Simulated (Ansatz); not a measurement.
NbSeO₃H₃⁺, that is NbSe(OH)3 with one electron fewer. Total charge 1; doublet. Geometry r2SCAN-D4/def2-SVP, that of the neutral singlet; atoms count from 1.

```xyz
8

Nb    0.014   -0.010   -0.033
Se    0.864   -0.598   -2.085
O     0.207    1.847    0.239
H     0.577    2.560   -0.296
O     0.933   -0.926    1.337
H     1.658   -1.563    1.339
O    -1.818   -0.452    0.060
H    -2.435   -0.857   -0.562
```

In the def2 sets Nb takes a core potential; there is no spin–orbit coupling.

Question: Estimate the Mulliken populations from the PBE0/def2-TZVP orbitals of Ansatz.

Answer: 
```json
{"atom": "Nb1", "charge (e)": "1.73", "spin (α − β)": "0.05", "d electrons": "2.67"}
{"atom": "Se2", "charge (e)": "0.02", "spin (α − β)": "0.93", "d electrons": "–"}
{"atom": "O3", "charge (e)": "-0.64", "spin (α − β)": "0.00", "d electrons": "–"}
{"atom": "H4", "charge (e)": "0.39", "spin (α − β)": "0.00", "d electrons": "–"}
{"atom": "O5", "charge (e)": "-0.64", "spin (α − β)": "0.01", "d electrons": "–"}
{"atom": "H6", "charge (e)": "0.39", "spin (α − β)": "0.00", "d electrons": "–"}
{"atom": "O7", "charge (e)": "-0.64", "spin (α − β)": "0.01", "d electrons": "–"}
{"atom": "H8", "charge (e)": "0.39", "spin (α − β)": "0.00", "d electrons": "–"}
```
Mulliken values depend strongly on the basis.

Question: Where does the spin sit?

Answer: Summed by element: Nb 0.05, Se 0.93, O 0.02, H 0.00, of 1 unpaired in all. Largest on single atoms: Se2 0.93, Nb1 0.05, O5 0.01.

Question: And the Mayer bond orders between heavy atoms (over 0.3)?

Answer: Nb1–Se2 1.49 (2.30 Å); Nb1–O3 1.09 (1.89 Å); Nb1–O5 1.11 (1.89 Å); Nb1–O7 1.11 (1.89 Å).
